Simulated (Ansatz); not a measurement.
Geometry optimisation, DFT LDA, scalar-relativistic, plane waves, PAW (Ansatz 0.2.0).

input.yaml

```yaml
crystal:
  lattice:
    - [0.0, 5.43, 5.43]
    - [5.43, 0.0, 5.43]
    - [5.43, 5.43, 0.0]
  atoms:
    - { symbol: Si, position: [0.0, 0.0, 0.0] }
    - { symbol: Si, position: [0.125, 0.125, 0.125] }
    - { symbol: Si, position: [0.0, 0.0, 0.5] }
    - { symbol: Si, position: [0.125, 0.125, 0.625] }
    - { symbol: Si, position: [0.0, 0.5, 0.0] }
    - { symbol: Si, position: [0.125, 0.625, 0.125] }
    - { symbol: Si, position: [0.0, 0.5, 0.5] }
    - { symbol: Si, position: [0.125, 0.625, 0.625] }
    - { symbol: Si, position: [0.5, 0.0, 0.0] }
    - { symbol: Si, position: [0.625, 0.125, 0.125] }
    - { symbol: Si, position: [0.5, 0.0, 0.5] }
    - { symbol: Si, position: [0.625, 0.125, 0.625] }
    - { symbol: Si, position: [0.5, 0.5, 0.0] }
    - { symbol: Si, position: [0.625, 0.625, 0.125] }
    - { symbol: Si, position: [0.5, 0.5, 0.5] }
    - { symbol: Si, position: [0.625, 0.625, 0.625] }
    - { symbol: Si, position: [0.80981492, 0.80537892, 0.31533016] }
basis:
  ecutwfc: 420.0
kpoints:
  mp_grid: { grid: [2, 2, 2] }
hamiltonian:
  xc: lda
  pseudopotentials: { kind: paw, azcp: { folder: soft_1 } }
scf:
  occupations: { method: gaussian, width: 0.05 }
  lower_state_search: "off"
relax:
  f_tol: 0.03
  max_steps: 60
  adjacent_minimum: "off"
output:
  write_density: true
  write_potential: true
  elf: true
  volumetric_format: npy
```

Run as:

```bash
$ ansatz run input.yaml --threads 1 --pin off --max-ram 3072MiB --backend cpu --events-out ev --progress --plain --runs-dir out
```

Task: Where does it end, and by what steps?

Result: The run converged. Limits of this set-up: coarse k mesh, PAW files made for another functional. After 4 steps the energy has fallen by 0.886 eV; Si3 moved furthest, 0.36 Å.

| step | energy less start (eV) | largest force component (eV/Å) | accepted |
| --- | --- | --- | --- |
| 0 | 0.0000 | 2.356 | yes |
| 1 | -0.6493 | 1.083 | yes |
| 2 | -0.8768 | 0.160 | yes |
| 3 | -0.8845 | 0.047 | yes |
| 4 | -0.8859 | 0.024 | yes |

```xyz
17
Lattice="0.0000 5.4300 5.4300 5.4300 0.0000 5.4300 5.4300 5.4300 0.0000" Properties=species:S:1:pos:R:3
Si -0.085 -0.084 0.117
Si 1.303 1.304 1.382
Si 2.510 2.511 -0.207
Si 3.878 3.880 1.162
Si 2.711 0.048 2.759
Si 3.990 1.425 4.138
Si 5.345 2.836 2.629
Si 6.733 4.102 4.016
Si 0.046 2.713 2.759
Si 1.424 3.992 4.138
Si 2.834 5.346 2.629
Si 4.100 6.734 4.016
Si 2.863 2.864 5.576
Si 4.221 4.223 6.935
Si 5.476 5.478 5.424
Si 6.854 6.855 6.704
Si 6.182 6.184 8.894
```

The run took 31 s on 1 thread of Arm Neoverse V2, with other jobs on the host, peak memory 0.46 GiB.
